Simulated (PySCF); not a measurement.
# UHF on Zn²⁺ (zinc, charge +2)

Configuration: [Ar] 3d9 4p1, one real determinant (an excited configuration). All numbers are calculated (PySCF 2.14, the spin-free X2C one-electron Hamiltonian (Gaussian nucleus), in aug-cc-pwCVTZ-DK).

```json
{
  "Total energy": "-1792.800232 hartree",
  "One-electron energy": "-2471.7120 hartree",
  "Hartree (Coulomb) energy": "748.7744 hartree",
  "Exchange energy": "-69.8626 hartree",
  "⟨S²⟩": "2.0009",
  "⟨L²⟩": "8.013",
  "Sum of ⟨r⟩": "17.29 bohr",
  "Sum of ⟨r²⟩": "20.39 bohr²",
  "Traceless quadrupole moment −½Σ⟨3z² − r²⟩ along its main axis": "-2.90 e·bohr²",
  "Langevin diamagnetic susceptibility": "-16.2 ×10⁻⁶ cm³/mol"
}
```

```json
{"shell": "1s α", "electrons": "1", "mean orbital energy (eV)": "-9760.6", "spread (eV)": "0", "rms radius, mean of both spins (bohr)": "0.0580"}
{"shell": "1s β", "electrons": "1", "mean orbital energy (eV)": "-9760.5", "spread (eV)": "0", "rms radius, mean of both spins (bohr)": "0.0580"}
{"shell": "2s α", "electrons": "1", "mean orbital energy (eV)": "-1265.8", "spread (eV)": "0", "rms radius, mean of both spins (bohr)": "0.244"}
{"shell": "2s β", "electrons": "1", "mean orbital energy (eV)": "-1264.5", "spread (eV)": "0", "rms radius, mean of both spins (bohr)": "0.244"}
{"shell": "2p α", "electrons": "3", "mean orbital energy (eV)": "-1097.4", "spread (eV)": "1.431", "rms radius, mean of both spins (bohr)": "0.219"}
{"shell": "2p β", "electrons": "3", "mean orbital energy (eV)": "-1096.1", "spread (eV)": "0.193", "rms radius, mean of both spins (bohr)": "0.219"}
{"shell": "3s α", "electrons": "1", "mean orbital energy (eV)": "-190.03", "spread (eV)": "0", "rms radius, mean of both spins (bohr)": "0.727"}
{"shell": "3s β", "electrons": "1", "mean orbital energy (eV)": "-186.80", "spread (eV)": "0", "rms radius, mean of both spins (bohr)": "0.727"}
{"shell": "3p α", "electrons": "3", "mean orbital energy (eV)": "-137.86", "spread (eV)": "2.713", "rms radius, mean of both spins (bohr)": "0.766"}
{"shell": "3p β", "electrons": "3", "mean orbital energy (eV)": "-133.98", "spread (eV)": "2.268", "rms radius, mean of both spins (bohr)": "0.766"}
{"shell": "3d α", "electrons": "5", "mean orbital energy (eV)": "-52.439", "spread (eV)": "2.874", "rms radius, mean of both spins (bohr)": "0.918"}
{"shell": "3d β", "electrons": "4", "mean orbital energy (eV)": "-50.625", "spread (eV)": "1.503", "rms radius, mean of both spins (bohr)": "0.918"}
{"shell": "4p α", "electrons": "1", "mean orbital energy (eV)": "-21.733", "spread (eV)": "0", "rms radius, mean of both spins (bohr)": "2.79"}
```

⟨L²⟩ = 8.01 against 12 for a pure F term, so this real determinant mixes terms.

Densities and radii are taken from the X2C orbitals without a picture-change correction, which distorts them close to the nucleus.

Spin-orbit constants ζ (cm⁻¹) from the X2C one-electron operator on these orbitals: bare nucleus, nucleus screened by l(l+1)(2l+1)/3 electrons, and screened by the Breit-Pauli mean field of the electrons.

```json
{"shell": "2p", "bare": "133700", "screened nucleus": "124800", "mean field": "n/a"}
{"shell": "3p", "bare": "17390", "screened nucleus": "16230", "mean field": "n/a"}
{"shell": "3d", "bare": "1816", "screened nucleus": "1211", "mean field": "n/a"}
{"shell": "4p", "bare": "980.8", "screened nucleus": "915.4", "mean field": "n/a"}
```

To first order the Landé constant is A = -251.1 cm⁻¹, so the lowest level has J = 4 and lies 0.0934 eV below the centre of the term. This holds in LS coupling only.
